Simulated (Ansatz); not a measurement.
Reaction (formal exchange of groups at the Al–F bond): `C[NH][Al]([CH3])[F]` + acetylene → `C#[C][Al]([CH3])[NH]C` + H–F

Gas-phase electronic energies from Ansatz, PBE0-D4/def2-TZVP geometries. CCSD(T)/CBS is the MP2 limit (def2-TZVPP, def2-QZVPP) plus CCSD(T) − MP2 in def2-TZVPP, frozen cores. This one scheme is used for every species. DFT in def2-TZVPP. Each species was taken in one conformer, which may not be the lowest.

```json
{"level": "PBE-D4", "ΔE (kJ/mol)": "115.9"}
{"level": "PBE0-D4", "ΔE (kJ/mol)": "116.3"}
{"level": "PBE0", "ΔE (kJ/mol)": "119.7"}
{"level": "HF/def2-TZVPP", "ΔE (kJ/mol)": "133.9"}
```

(1) What does CCSD(T)/CBS give? (An estimate is asked.)

Largest T1 diagnostic among the species: 0.013.

Answers

(1) Computed: +121.1 kJ/mol. The listed levels differ from it by -5.2, -4.8, -1.4, 12.8 kJ/mol.

The D4 term adds −5.6 kJ/mol with B3LYP and −3.3 kJ/mol with PBE0; it sums over pairs of atoms, weighted by their polarisabilities, and B3LYP, whose exchange is more repulsive, gets the larger term. In def2-TZVPP, CCSD(T) changes the Hartree–Fock value by −14.1 kJ/mol (the triples alone add −3.5 kJ/mol) and MP2 by −14.8 kJ/mol.

B3LYP here is the variant with VWN-RPA as its local correlation; programs differ in this.
